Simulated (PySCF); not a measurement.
C₂H₆O₂Si. Atoms are numbered in the order given.

```xyz
11

Si    -0.0747    -1.7233     0.0000
O     -0.7331    -0.1330     0.0000
C      0.1593     0.8802     0.0000
C     -0.4977     2.2277     0.0000
O      1.3520     0.6722     0.0000
H      0.7238    -1.9579    -1.2308
H     -1.2900    -2.5783     0.0000
H      0.7238    -1.9579     1.2308
H      0.2622     3.0172     0.0000
H     -1.1472     2.3211    -0.8835
H     -1.1472     2.3211     0.8835
```

Coordinates come from a r2SCAN-D4/def2-SVP optimisation.

All values below come from PBE0/pcSseg-1 (PySCF).

GIAO shieldings, no solvent; atoms alike by connectivity are averaged. δ = σ(ref) − σ: ²⁹Si against TMS (σ = 352.7 ppm); ¹⁷O against H2O (σ = 334.2 ppm); ¹³C against TMS (σ = 186.3 ppm); ¹H against TMS (σ = 31.56 ppm), references at their B3LYP-D3(BJ)/def2-TZVP geometries, non-relativistic.

```csv
atoms,nucleus,count,δ (ppm)
Si1,²⁹Si,1,(withheld)
O5,¹⁷O,1,(withheld)
O2,¹⁷O,1,204.5
C3,¹³C,1,181.5
C4,¹³C,1,(withheld)
"H6, H7, H8",¹H,3,5.03
"H9, H10, H11",¹H,3,2.40
```

Fill in the missing entries. (Estimate from the structure and the level; the computed values follow.)


- C4, δ (ppm): 24.5
- O5, δ (ppm): 476.9
- Si1, δ (ppm): -33.0
